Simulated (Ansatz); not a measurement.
Mulliken charges of ClFH₃InOSi, SMILES `[F][In]([Cl])[O][SiH3]` from ωB97M-V/def2-TZVPP in Ansatz (PBE0-D4/def2-TZVP geometry).

| atom | x (Å) | y (Å) | z (Å) | charge (e) |
| --- | --- | --- | --- | --- |
| F1 | 0.001 | -2.083 | 1.786 | -0.460 |
| In2 | 1.207 | -1.247 | 0.529 | 1.103 |
| Cl3 | 3.327 | -2.046 | 0.283 | -0.288 |
| O4 | 0.492 | 0.266 | -0.466 | -0.555 |
| Si5 | -0.930 | 1.083 | -0.515 | 0.323 |
| H6 | -1.276 | 1.634 | 0.824 | -0.043 |
| H7 | -2.040 | 0.195 | -0.958 | -0.043 |
| H8 | -0.780 | 2.199 | -1.483 | -0.037 |

**Question.** By hand: the dipole of these point charges (1 e Å = 4.8032 D).

**Answer.** Σ q r = (-0.029, 0.214, -0.167) e Å, of length 0.273 e Å = 1.31 D.

**Question.** How does the dipole of the full density compare? (Best estimate.)

**Answer.** The calculation gave: (0.101, 0.105, -0.133) e Å, 0.95 D; the point charges give 1.38 times that, at 39° from its direction.

Point charges leave out the atoms' own dipoles, such as those of lone pairs, and Mulliken's split depends on the basis, so the two needn't agree.
